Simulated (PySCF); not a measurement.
PBE on Co- (cobalt, charge -1), [Ar] 3d8 4s2, high-spin 3F determinant. All numbers are calculated (PySCF 2.14, no relativity, point nucleus, in def2-QZVPPD).

```
cycle= 1 E= -1382.4252587717  delta_E= 0.0867  |g|= 0.729  |ddm|= 0.841
cycle= 2 E= -1381.7455897833  delta_E= 0.68  |g|= 1.94  |ddm|= 1.26
cycle= 3 E= -1382.53162592592  delta_E= -0.786  |g|= 0.254  |ddm|= 0.776
cycle= 4 E= -1382.54966342954  delta_E= -0.018  |g|= 0.0864  |ddm|= 0.398
cycle= 5 E= -1382.55207502642  delta_E= -0.00241  |g|= 0.00814  |ddm|= 0.133
cycle= 6 E= -1382.55210086726  delta_E= -2.58e-05  |g|= 8.68e-05  |ddm|= 0.0155
cycle= 7 E= -1382.55210087195  delta_E= -4.69e-09  |g|= 1.28e-05  |ddm|= 0.000321
cycle= 8 E= -1382.55210087205  delta_E= -1.01e-10  |g|= 3.32e-06  |ddm|= 3.89e-05
converged SCF energy = -1382.55210087205  <S^2> = 2.0118753  2S+1 = 3.0079064
```

Highest occupied orbital energy: 2.407 eV; ⟨L²⟩ = 12.03; populations by l: s 8.00, p 12.00, d 8.00, f 0.00.

**Question.** Can this result be used?

**Answer.** With care. Self-consistency was reached. At PBE the highest occupied level has a positive energy, so only the finite basis holds that electron; in a semilocal or global hybrid functional this comes from self-interaction and does not mean that the real anion is unbound.
